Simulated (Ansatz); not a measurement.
Gas-phase reaction in SMILES: [OH][K] (KOH) → [OH][K] (KOH) as doublet, charge +1 + e-

Quantity: adiabatic ionisation energy (0 K, with zero-point energies), in eV. Set-up: LANL2DZ with its own core potentials from Na on; UHF or UKS for open shells; non-relativistic; 6-31G* and kin with 6d, 5d where marked; 6-311+G** with 5d; no dispersion term unless named; spin-orbit terms left out. Ab initio and DFT rows: single points at B3LYP-D3(BJ) geometries (Ansatz, an electronic-structure program), with unscaled harmonic terms from B3LYP/6-31G* (LANL2DZ past Ar) at its own minima. The spin state of an ion or metal species was assumed, not searched.

```csv
level,program,"adiabatic ionisation energy (0 K, with zero-point energies) (eV)"
B3LYP/STO-3G,Ansatz,2.41
B3LYP/3-21G,Ansatz,5.65
B3LYP/LANL2DZ,Ansatz,6.50
B3LYP/6-31G,Ansatz,6.86
B3LYP/6-31G*,Ansatz,7.14
B3LYP/6-31G**,Ansatz,7.16
B3LYP/def2-SVP,Ansatz,6.86
B3LYP/6-31G* with LANL2DZ past Ar,Ansatz,6.17
B3LYP/6-311+G**,Ansatz,7.42
B3LYP/def2-TZVPD,Ansatz,7.33
```

No value to compare with is used here. The 9 habitual levels span 2.41 (B3LYP/STO-3G) to 7.42 eV (B3LYP/6-311+G**); B3LYP/def2-TZVPD gives 7.33.

The sets are all those run for this method; runs whose electronic state is in doubt are left out.
